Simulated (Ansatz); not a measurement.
System: sum formula H5BSiO3 (charge 0, singlet). 
Geometry from a B3LYP-D3(BJ)/def2-TZVP (Ansatz, an electronic-structure program) optimisation:
```xyz
10

O     -0.9525     0.5204     1.2832
B     -0.8436    -0.3860     0.2505
O     -1.7688    -1.3534    -0.0438
O      0.2609    -0.3214    -0.5386
Si     1.5870     0.6615    -0.5390
H     -1.7397     0.4585     1.8291
H     -2.5412    -1.3823     0.5251
H      1.1905     2.0735    -0.7389
H      2.4408     0.2216    -1.6614
H      2.3325     0.5333     0.7334
```

Total electronic energies in hartree. Cores are frozen in the correlated levels unless marked. Spin-orbit coupling is left out. No relativistic terms. CBS(X,Y): correlation extrapolated as X^-3; Hartree-Fock from the larger set.

```json
[
 {"level": "HF/aug-cc-pV(D+d)Z", "program": "Ansatz", "energy (Eh)": "-541.36617"},
 {"level": "HF/cc-pV(T+d)Z", "program": "Ansatz", "energy (Eh)": "-541.44896"},
 {"level": "PBE/def2-TZVPD", "program": "Ansatz", "energy (Eh)": "-542.89821"},
 {"level": "PBE-D3(BJ)/def2-TZVPD", "program": "Ansatz + dftd3", "energy (Eh)": "-542.90447"},
 {"level": "PBE0-D3(BJ)/def2-TZVPD", "program": "Ansatz + dftd3", "energy (Eh)": "-542.94170"},
 {"level": "B2PLYP-D3(BJ)/def2-TZVPD", "program": "Ansatz + dftd3", "energy (Eh)": "-543.05530"},
 {"level": "RPA@PBE/cc-pV(Q+d)Z", "program": "Ansatz", "energy (Eh)": "-543.02934"},
 {"level": "MP2/cc-pV(T+d)Z", "program": "Ansatz", "energy (Eh)": "-542.38252"},
 {"level": "RI-MP2/cc-pV(T+d)Z", "program": "Ansatz", "energy (Eh)": "-542.38225"},
 {"level": "CCSD/cc-pwCVTZ", "program": "Ansatz", "energy (Eh)": "-542.42784"},
 {"level": "CCSD/CBS(cc-pV(T+d)Z,cc-pV(Q+d)Z)", "program": "Ansatz", "energy (Eh)": "-542.5457"},
 {"level": "CCSD(T)/STO-3G", "program": "Ansatz", "energy (Eh)": "-534.82937"},
 {"level": "CCSD(T)/6-31G*", "program": "Ansatz", "energy (Eh)": "-542.02334"},
 {"level": "CCSD(T)/cc-pwCVTZ", "program": "Ansatz", "energy (Eh)": "-542.46283"},
 {"level": "CCSD(T)/CBS(aug-cc-pV(T+d)Z,aug-cc-pV(Q+d)Z)", "program": "Ansatz", "energy (Eh)": "-542.5875"}
]
```

Totals of different functionals don't rank their quality; only differences between species are comparable.
